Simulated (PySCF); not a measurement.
## Static response to an electric field

Species: C₂H₆OSi₂.
SMILES with atom numbers: `[OH:1][SiH2:2][C:3]#[C:4][SiH3:5]` (hydrogens: H6 on O1; H7, H8 on Si2; H9, H10, H11 on Si5)

Geometry (PBE0-D3(BJ)/def2-SVP, Å), atoms numbered from 1 in this order:
```xyz
11
C2H6OSi2 angstrom
O     -2.8014    0.7067    0.8090
Si    -2.0114   -0.0529   -0.4381
C     -0.1909   -0.0419   -0.1665
C      1.0169   -0.0467    0.0391
Si     2.8297   -0.0437    0.3300
H     -2.6002    0.4057    1.6999
H     -2.3392    0.7140   -1.6652
H     -2.4218   -1.4810   -0.5795
H      3.1161    0.6151    1.6371
H      3.3302   -1.4483    0.3592
H      3.5051    0.7057   -0.7681
```

Level: PBE0/def2-SVPD (PySCF), static field, nuclei fixed, core orbitals frozen in the response. The polarisability tensor in these axes (au):

```
x   117.70  -0.40   7.05
y    -0.40  65.93   0.46
z     7.05   0.46  68.32
```

Problem. Give the principal values, the mean and the anisotropy Δα = √{½[(α1 − α2)² + (α2 − α3)² + (α1 − α3)²]}.

Solution. Principal values 65.76, 67.50 and 118.69 au; mean 83.98 au = 12.44 Å³ = 13.85 × 10⁻⁴⁰ C²·m²/J; Δα = 52.08 au (62 % of the mean).

Problem. What is the dipole moment, and where does it point?

Solution. (0.80, -0.78, 0.79) D, 1.37 D in size, pointing from the negative to the positive side. Measured along this direction, the outermost atoms are H7 at the negative end and H10 at the positive end.

Problem. How large is μ²/3kT at 400 K beside α?

Solution. In Gaussian units μ²/3kT = 11.28 Å³ against 12.44 Å³, a ratio of 0.91; the Debye molar polarisation (4π/3)N_A(α + μ²/3kT) is 59.8 cm³/mol, leaving out the vibrational part.

Problem. Estimate the molar refractivity from the static electronic polarisability.

Solution. Lorentz–Lorenz: R = (4π/3)N_A α = 2.5225 cm³/(mol·Å³) × 12.44 Å³ = 31.4 cm³/mol, in the limit of long wavelengths.

Problem. What would n − 1 = 2πNα be for an ideal gas of these molecules at 400 K and 1 atm, electronic part alone?

Solution. N = p/kT = 1.8347 × 10¹⁹ cm⁻³, so n − 1 = 2π × N × 12.44 × 10⁻²⁴ cm³ = 1435 × 10⁻⁶ at long wavelengths.

The structure is a single PBE0-D3(BJ)/def2-SVP conformer in the gas phase; no vibrational or solvent corrections.
